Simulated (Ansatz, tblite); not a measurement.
Adding an electron: Zn3⁺. Total charge 1; doublet. Geometry: B3LYP/def2-TZVP. Ansatz, gas phase; energy differences of separate SCF runs; the reduced species is a singlet (the triplet lies 1.57 eV higher at PBE0/def2-TZVP).

Cartesian coordinates in Å:
```
Zn 1.5827 -1.9378 0.9147
Zn -0.0085 -0.0054 0.0033
Zn -1.5742 1.9432 -0.9180
```

The xTB rows come from tblite. The structure comes from a short search, and lower isomers may exist.

| level | −HOMO (eV) | −LUMO (eV) | vertical EA (eV) | HOMO–LUMO gap (eV) |
| --- | --- | --- | --- | --- |
| GFN1-xTB | – | – | 12.48 | – |
| r2SCAN/def2-TZVP | 9.66 | 8.35 | 6.40 | 1.31 |
| PBE0/def2-TZVP | 9.86 | 7.87 | 6.29 | 1.99 |

Task: Estimate the rows for GFN2-xTB, PBE/def2-TZVP.

Result: 
```
        level  −HOMO (eV)  −LUMO (eV)  vertical EA (eV)  HOMO–LUMO gap (eV)
     GFN2-xTB           –           –             10.22                   –
PBE/def2-TZVP        9.39        8.83              6.54                0.56
```

  HOMO and LUMO are the levels of the spin that leaves or enters (xTB has no such levels and no spin-polarisation term). Other spin states of the ions may lie lower, which would lower the ionisation energy or raise the affinity. Raw xTB energy differences between charge states are shifted by several eV; the methods need an empirical correction for them.
